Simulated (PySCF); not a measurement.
PySCF input for Se(OH)(NH2) (H3NOSe), SMILES N[Se]O, TDA-B3LYP/def2-SVPD. Geometry: TPSSh-D3(BJ)/def2-TZVP. One conformer was computed; it need not be the lowest.

```python
import numpy as np
from pyscf import gto, scf, dft, tdscf

mol = gto.M(
    atom='''
    Se    0.07887127   -0.00270299    0.39904496
    O     0.00004943    1.44547464   -0.71493849
    H     0.88291556    1.54894496   -1.09768309
    N    -0.36563197   -1.42288457   -0.63021155
    H     0.30642562   -1.66268174   -1.34851685
    H    -1.31193578   -1.39796687   -0.99033981
    ''',
    basis='def2-SVPD',
    charge=0,
    spin=0,
    max_memory=1600,
    verbose=4,
)
mf = dft.RKS(mol, xc='b3lyp').density_fit(auxbasis='def2-universal-jkfit')
mf.grids.level = 3
mf.conv_tol = 1e-9
mf.max_cycle = 100
mf.kernel()
mf.grids = dft.Grids(mol).set(level=1).build(with_non0tab=True)  # coarser grid for the response kernel
td = tdscf.TDA(mf)
td.singlet = True
td.nstates = 10
td.conv_tol = 1e-4
td.kernel(x0=td.get_init_guess(mf, 15))
td.analyze()
tt = tdscf.TDA(mf)
tt.singlet = False
tt.nstates = 4
tt.conv_tol = 1e-4
tt.kernel(x0=tt.get_init_guess(mf, 9))
tt.analyze(verbose=3)
```

Log of the run:

```
PySCF version 2.14.0

[INPUT] verbose = 4
[INPUT] num. atoms = 6
[INPUT] num. electrons = 52
[INPUT] charge = 0
[INPUT] spin (= nelec alpha-beta = 2S) = 0
[INPUT] symmetry False subgroup None
[INPUT] Mole.unit = angstrom
[INPUT] Symbol           X                Y                Z      unit          X                Y                Z       unit  Magmom
[INPUT]  1 Se     0.078871270000  -0.002702990000   0.399044960000 AA    0.149045099397  -0.005107910817   0.754085685788 Bohr   0.0
[INPUT]  2 O      0.000049430000   1.445474640000  -0.714938490000 AA    0.000093409162   2.731551189604  -1.351037942010 Bohr   0.0
[INPUT]  3 H      0.882915560000   1.548944960000  -1.097683090000 AA    1.668468599517   2.927081756425  -2.074320411666 Bohr   0.0
[INPUT]  4 N     -0.365631970000  -1.422884570000  -0.630211550000 AA   -0.690944285685  -2.688862144170  -1.190927230038 Bohr   0.0
[INPUT]  5 H      0.306425620000  -1.662681740000  -1.348516850000 AA    0.579060499350  -3.142013120915  -2.548327520861 Bohr   0.0
[INPUT]  6 H     -1.311935780000  -1.397966870000  -0.990339810000 AA   -2.479199317218  -2.641774515515  -1.871471011154 Bohr   0.0

nuclear repulsion = 197.394638984659
number of shells = 44
number of NR pGTOs = 176
number of NR cGTOs = 108
basis = def2-SVPD
ecp = {}


******** <class 'pyscf.df.df_jk.DFRKS'> ********
method = DFRKS
initial guess = minao
damping factor = 0
level_shift factor = 0
DIIS = <class 'pyscf.scf.diis.CDIIS'>
diis_start_cycle = 1
diis_space = 8
diis_damp = 0
SCF conv_tol = 1e-09
SCF conv_tol_grad = None
SCF max_cycles = 100
direct_scf = False
XC library pyscf.dft.libxc version 7.1.2
    S. Lehtola, C. Steigemann, M. J. T. Oliveira, and M. A. L. Marques,  SoftwareX 7, 1–5 (2018)
XC functionals = b3lyp
    P. J. Stephens, F. J. Devlin, C. F. Chabalowski, and M. J. Frisch,  J. Phys. Chem. 98, 11623 (1994)
radial grids:
    Treutler-Ahlrichs [JCP 102, 346 (1995); DOI:10.1063/1.469408] (M4) radial grids

becke partition: Becke, JCP 88, 2547 (1988); DOI:10.1063/1.454033
pruning grids: <function nwchem_prune>
grids dens level: 3
symmetrized grids: False
atomic radii adjust function: <function treutler_atomic_radii_adjust>
small_rho_cutoff = 0
Set gradient conv threshold to 3.16228e-05
Initial guess from minao.
tot grids = 77832
******** <class 'pyscf.df.df.DF'> ********
auxbasis = def2-universal-jkfit
init E= -2532.24597133211
  HOMO = -0.245190952808689  LUMO = -0.0951017626051125  gap/eV = 4.08413
cycle= 1 E= -2532.87000211207  delta_E= -0.624  |g|= 0.709  |ddm|= 2.78
  HOMO = -0.16272424269024  LUMO = -0.0104563330017475  gap/eV = 4.14342
cycle= 2 E= -2532.50269257748  delta_E= 0.367  |g|= 1.49  |ddm|= 1.79
  HOMO = -0.228242489186218  LUMO = -0.0382541041418394  gap/eV = 5.16985
cycle= 3 E= -2532.95667945489  delta_E= -0.454  |g|= 0.202  |ddm|= 1.23
  HOMO = -0.232893031170855  LUMO = -0.0371428581161992  gap/eV = 5.32663
cycle= 4 E= -2532.96422122392  delta_E= -0.00754  |g|= 0.0953  |ddm|= 0.314
  HOMO = -0.236014317181001  LUMO = -0.0372226648064902  gap/eV = 5.40940
cycle= 5 E= -2532.96618385516  delta_E= -0.00196  |g|= 0.0203  |ddm|= 0.111
  HOMO = -0.234028581842971  LUMO = -0.0361239145391594  gap/eV = 5.38526
cycle= 6 E= -2532.96630229719  delta_E= -0.000118  |g|= 0.00272  |ddm|= 0.0243
  HOMO = -0.234256768486047  LUMO = -0.0363264311329079  gap/eV = 5.38596
cycle= 7 E= -2532.96630377028  delta_E= -1.47e-06  |g|= 0.000792  |ddm|= 0.00309
  HOMO = -0.234193240497679  LUMO = -0.0363073675477881  gap/eV = 5.38475
cycle= 8 E= -2532.96630388388  delta_E= -1.14e-07  |g|= 0.000137  |ddm|= 0.00108
  HOMO = -0.234213742493246  LUMO = -0.0363187452424967  gap/eV = 5.38500
cycle= 9 E= -2532.96630388775  delta_E= -3.87e-09  |g|= 3.34e-05  |ddm|= 0.000203
  HOMO = -0.234208539314409  LUMO = -0.0363143798199097  gap/eV = 5.38497
cycle= 10 E= -2532.96630388806  delta_E= -3.06e-10  |g|= 8.05e-06  |ddm|= 5.74e-05
  HOMO = -0.234210309455796  LUMO = -0.0363155158518329  gap/eV = 5.38499
Extra cycle  E= -2532.96630388808  delta_E= -1.55e-11  |g|= 8.71e-06  |ddm|= 2.05e-05
converged SCF energy = -2532.96630388808
tot grids = 25048


******** <class 'pyscf.tdscf.rks.TDA'> for <class 'pyscf.df.df_jk.DFRKS'> ********
nstates = 10 singlet
deg_eia_thresh = 1.000e-03
wfnsym = None
conv_tol = 0.0001
eigh lindep = 1e-12
eigh level_shift = 0
eigh max_cycle = 100


Excitation energies (eV)
[4.27073981 4.89499703 5.66094704 6.22137922 6.45470238 6.51633199
 6.8687575  6.92093433 7.04111587 7.34305441]

** Singlet excitation energies and oscillator strengths **
Excited State   1:      4.27074 eV    290.31 nm  f=0.0020
      26 -> 27        0.68073
      26 -> 28       -0.17617
Excited State   2:      4.89500 eV    253.29 nm  f=0.0067
      26 -> 27        0.17740
      26 -> 28        0.68138
Excited State   3:      5.66095 eV    219.02 nm  f=0.0390
      26 -> 29        0.70475
Excited State   4:      6.22138 eV    199.29 nm  f=0.0389
      24 -> 27        0.27503
      24 -> 28       -0.10661
      25 -> 27       -0.61286
      25 -> 28        0.13370
Excited State   5:      6.45470 eV    192.08 nm  f=0.0109
      24 -> 27        0.16386
      25 -> 28       -0.62892
      26 -> 30        0.25482
Excited State   6:      6.51633 eV    190.27 nm  f=0.0263
      25 -> 28        0.23887
      26 -> 30        0.64199
Excited State   7:      6.86876 eV    180.50 nm  f=0.0812
      24 -> 27       -0.56447
      24 -> 28       -0.26732
      25 -> 27       -0.23384
      25 -> 28       -0.10483
      25 -> 29       -0.10652
Excited State   8:      6.92093 eV    179.14 nm  f=0.0200
      26 -> 30       -0.11144
      26 -> 31       -0.62698
      26 -> 32        0.28711
Excited State   9:      7.04112 eV    176.09 nm  f=0.0296
      26 -> 31       -0.29551
      26 -> 32       -0.63171
Excited State  10:      7.34305 eV    168.85 nm  f=0.0098
      24 -> 28        0.32141
      25 -> 29       -0.61134

** Transition electric dipole moments (AU) **
state          X           Y           Z        Dip. S.      Osc.
  1         0.1051      0.0612     -0.0627      0.0187      0.0020
  2         0.2268     -0.0255     -0.0582      0.0555      0.0067
  3         0.5230     -0.0877      0.0151      0.2814      0.0390
  4         0.1149      0.3913      0.2984      0.2554      0.0389
  5        -0.0334      0.2580      0.0356      0.0689      0.0109
  6        -0.1471     -0.0358      0.3767      0.1648      0.0263
  7        -0.0417      0.4925     -0.4881      0.4825      0.0812
  8        -0.3359     -0.0156     -0.0697      0.1179      0.0200
  9        -0.3841      0.0874      0.1279      0.1715      0.0296
 10         0.0577      0.2250      0.0218      0.0544      0.0098

** Transition velocity dipole moments (imaginary part, AU) **
state          X           Y           Z        Dip. S.      Osc.
  1        -0.0441      0.0041      0.0183      0.0023      0.0097
  2        -0.0488      0.0063      0.0109      0.0025      0.0094
  3         0.1350     -0.0162     -0.0060      0.0185      0.0593
  4         0.0144      0.0448      0.0438      0.0041      0.0121
  5        -0.0012      0.0837     -0.0098      0.0071      0.0199
  6        -0.0209     -0.0170      0.0927      0.0093      0.0259
  7        -0.0141      0.0407     -0.0990      0.0117      0.0308
  8        -0.0478     -0.0021     -0.0301      0.0032      0.0084
  9        -0.0272      0.0096      0.0165      0.0011      0.0028
 10         0.0072      0.0434      0.0240      0.0025      0.0062

** Transition magnetic dipole moments (imaginary part, AU) **
state          X           Y           Z
  1        -0.2722     -0.5673     -0.8815
  2        -0.0521     -0.8064      0.4670
  3        -0.0155     -0.1502     -0.0953
  4        -0.1642      0.0906      0.0024
  5        -0.4999      0.1556      0.0268
  6         0.2856      0.0910     -0.0975
  7         0.1677     -0.0173     -0.0480
  8        -0.0217      0.1994     -0.0801
  9         0.1176      0.3311      0.0284
 10        -0.3199      0.0354      0.0346


******** <class 'pyscf.tdscf.rks.TDA'> for <class 'pyscf.df.df_jk.DFRKS'> ********
nstates = 4 triplet
deg_eia_thresh = 1.000e-03
wfnsym = None
conv_tol = 0.0001
eigh lindep = 1e-12
eigh level_shift = 0
eigh max_cycle = 100


Excitation energies (eV)
[3.47588115 4.23577147 5.3561294  5.39507996]

** Triplet excitation energies and oscillator strengths **
Excited State   1:      3.47588 eV    356.70 nm  f=0.0000
Excited State   2:      4.23577 eV    292.71 nm  f=0.0000
Excited State   3:      5.35613 eV    231.48 nm  f=0.0000
Excited State   4:      5.39508 eV    229.81 nm  f=0.0000
```

The run converged.

Cost: very roughly 30 core-seconds.
